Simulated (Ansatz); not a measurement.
Ansatz (an electronic-structure program) input:

Ansatz 0.2 input:
```yaml
crystal:
  periodic: [false, false, false]
  atoms:
    - {symbol: Ba, position_ang: [-0.01060137, 0.50276458, 0.12137069]}
    - {symbol: Cl, position_ang: [1.80171731, -0.38564381, -1.87680956]}
    - {symbol: Cl, position_ang: [-1.76679514, -1.27052188, 1.47700023]}
basis:
  gaussian:
    orbitals: def2-SVPD
total_charge: -1
magnetization: {spin_polarized: true, initial_magnetization: 1}
correlation: {method: ccsd_t, electrons: outside_noble_gas}
output: {forces: true}
```

Question: What final total energy does it print?

Answer: -944.39643 Eh (CCSD(T)/def2-SVPD). The basis has 87 functions.
